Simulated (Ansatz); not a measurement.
The cluster Ti₃Si₅. Charge 0, multiplicity 3. Geometry PBE-D4/def2-SVP; atoms count from 1.

```xyz
8

Ti    0.3019    0.1850    1.8626
Ti    1.9513    1.5588    1.4185
Ti    0.4638    1.3557   -0.6180
Si   -2.2254   -1.7387   -0.7387
Si   -1.6720    0.4428    0.2869
Si    0.0408   -1.2751   -0.2587
Si   -1.0700   -0.0051   -2.0606
Si    2.2096   -0.5234    0.1081
```

The charge 0 triplet is spin-contaminated (final ⟨S²⟩ up to 2.21, 2.00 for a pure state). The structure comes from a short search, and lower isomers may exist.

(1) Estimate the Mulliken populations from the PBE0/def2-TZVP orbitals of Ansatz.

(2) Where does the spin sit?

(3) And the Mayer bond orders between bonded heavy atoms (over 0.3)?

Answers

(1) 
```
atom  charge (e)  spin (α − β)  d electrons
 Ti1        0.31          0.70         2.80
 Ti2        0.13          1.78         2.81
 Ti3        0.22         -0.48         2.72
 Si4       -0.08         -0.02            –
 Si5       -0.19          0.04            –
 Si6        0.02         -0.01            –
 Si7       -0.08          0.04            –
 Si8       -0.32         -0.05            –
```
Mulliken values and Mayer orders depend strongly on the basis.

(2) Summed by element: Ti 2.00, Si 0.00, of 2 unpaired in all. Largest on single atoms: Ti2 1.78, Ti1 0.70, Ti3 -0.48.

(3) Ti1–Ti2 1.85 (2.19 Å); Ti1–Ti3 0.75 (2.75 Å); Ti1–Si5 0.76 (2.54 Å); Ti1–Si6 0.54 (2.59 Å); Ti1–Si8 0.64 (2.69 Å); Ti2–Ti3 1.05 (2.53 Å); Ti2–Si8 0.86 (2.47 Å); Ti3–Si5 0.85 (2.49 Å); Ti3–Si6 0.50 (2.69 Å); Ti3–Si7 0.91 (2.51 Å); Ti3–Si8 0.70 (2.67 Å); Si4–Si5 0.75 (2.47 Å); Si4–Si6 0.89 (2.36 Å); Si4–Si7 0.80 (2.47 Å); Si5–Si6 0.47 (2.49 Å); Si5–Si7 0.62 (2.46 Å); Si6–Si7 0.58 (2.47 Å); Si6–Si8 0.94 (2.32 Å).
